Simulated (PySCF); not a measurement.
Delta-SCF ions had no search for a lower state. Excitations are Tamm–Dancoff values on a coarser integration grid. The basis has no diffuse functions, so Rydberg states are missing or too high.

Z-matrix (Å, degrees):
```
C
C 1 1.3305
H 2 1.0865 1 122.38
H 2 1.0867 3 116.19 1 -179.53
H 1 1.0899 2 118.26 3 0.08
Si 1 1.8572 5 118.86 2 -179.65
O 6 1.6492 1 111.37 5 173.14
H 7 0.9578 6 117.26 1 -72.85
H 6 1.4834 7 105.79 8 166.44
H 6 1.4914 9 108.91 7 119.45
```
Charge 0, spin multiplicity 1.

What vertical ionisation energy (Delta-SCF), total energy and brightest of the four lowest singlets (TDA) does PBE-D3(BJ)/def2-TZVP // PBE0-D4/def2-TZVP (PySCF 2.14.0) give?


```
Property                                           Result
-------------------------------------------  ------------
vertical ionisation energy (Delta-SCF)            9.84 eV
total energy                                 -12089.74 eV
brightest of the four lowest singlets (TDA)       6.38 eV
```
